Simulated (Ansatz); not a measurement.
The first iterations of a band of F3GeH (5 atoms, charge 0, multiplicity 1).

Method: Ansatz, RKS PBE/def2-SVP.

```
movable images  : 5
climbing image  : yes
spring          : 5.0 eV/Å²
optimiser       : quadratic models (default)
start path      : through a guess of the saddle point
force threshold : 0.03 eV/Å
iteration limit : 60
end points      : relaxed
```

Image 0:

```xyz
5
Properties=species:S:1:pos:R:3
Ge 0.235 0.000 0.256
H 0.179 0.000 1.788
F 1.863 0.000 -0.341
F -0.542 1.390 -0.429
F -0.542 -1.390 -0.429
```

Image 6:

```xyz
5
Properties=species:S:1:pos:R:3
Ge -0.574 0.614 0.745
H 1.100 -0.805 0.253
F 1.628 -0.038 0.570
F -0.550 1.368 -0.854
F -0.411 -1.140 0.129
```

| iteration | highest image above the first end (eV) | largest band force component (eV/Å) |
| --- | --- | --- |
| 1 | 3.807 | 10.150 |
| 2 | 2.368 | 2.704 |
| 3 | 2.060 | 1.646 |

Q: Does the band converge within its limit, and where does its top end?

A: The run converged. It ended after 11 iterations with the highest image 2.035 eV above the first end. Neighbouring images differ by up to 1.4 eV, so the band resolves the path poorly. A vibrational analysis at the climbing image gives one clearly imaginary mode, 1114i cm⁻¹: a first-order saddle point. The orbitals stay closed-shell, which can raise the energy where a bond breaks towards radicals; this wasn't checked here.

Run time: 85 s on 1 thread of Arm Neoverse V2, with other jobs on the host, peak memory 0.13 GiB.
